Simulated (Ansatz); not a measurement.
`C[N](C)[Sn][OH]` + HCl → `C[N](C)[Sn][Cl]` + H₂O at 500 K and 1 bar (ligand exchange at the Sn–O bond).

Calculated with Ansatz (gas phase, PBE0-D4/def2-TZVP geometries, no zero-point term in ΔE). CCSD(T)/CBS is the MP2 limit (def2-TZVPP, def2-QZVPP) plus CCSD(T) − MP2 in def2-TZVPP, frozen cores. This one scheme is used for every species. def2 core potentials past Kr. For Sn outer-core shells are correlated without core-valence functions, which leaves a few kJ/mol of doubt a bond. Each species was taken in one conformer, which may not be the lowest.

```json
{"species": "`C[N](C)[Sn][OH]`", "CCSD(T)/CBS energy (Eh)": "-424.25421", "H − E (kJ/mol)": "297.1", "S (J/(mol·K))": "440.6"}
{"species": "HCl", "CCSD(T)/CBS energy (Eh)": "-460.38127", "H − E (kJ/mol)": "32.5", "S (J/(mol·K))": "201.9"}
{"species": "`C[N](C)[Sn][Cl]`", "CCSD(T)/CBS energy (Eh)": "-808.28811", "H − E (kJ/mol)": "264.0", "S (J/(mol·K))": "430.7"}
{"species": "H₂O", "CCSD(T)/CBS energy (Eh)": "-76.37941", "H − E (kJ/mol)": "73.2", "S (J/(mol·K))": "206.3"}
```

H − E and S are ideal-gas, rigid-rotor, harmonic terms from PBE0-D4/def2-TZVP, for one conformer and one mirror image of each species. 1 Eh = 2625.50 kJ/mol, R = 8.31446 J/(mol·K).

By hand: ΔE, ΔH, ΔS and ΔG.

ΔE = (-808.28811) + (-76.37941) − (-424.25421) − (-460.38127) = -0.03204 Eh = -84.1 kJ/mol. Δ(H − E) = 264.0 + 73.2 − 297.1 − 32.5 = 7.6, so ΔH = -76.5 kJ/mol. ΔS = 430.7 + 206.3 − 440.6 − 201.9 = -5.5 J/(mol·K). ΔG = -76.5 − 500 × (-5.5)/1000 = -73.8 kJ/mol.

By hand: the equilibrium constant, and the temperature at which ΔG would vanish if ΔH and ΔS stayed fixed.

log₁₀ K = −ΔG/(RT ln 10) = 7.7. ΔG = 0 at ΔH/ΔS = 13909 K, far beyond where these terms or the molecules hold.

The number of gas molecules stays the same, so ΔS is small and ΔH decides. A doubt of 5 kJ/mol in ΔE shifts log₁₀ K by 0.5 here. Other conformers and mirror images would add mixing entropy, several J/(mol·K) or more a flexible species. Modes under 60 cm⁻¹, often nearly free rotors, make the harmonic entropy too high. These are equilibria of isolated gas molecules and say nothing of rates. Largest T1 diagnostic: 0.017 (customary marks: 0.02 for closed shells, 0.045 for open ones).
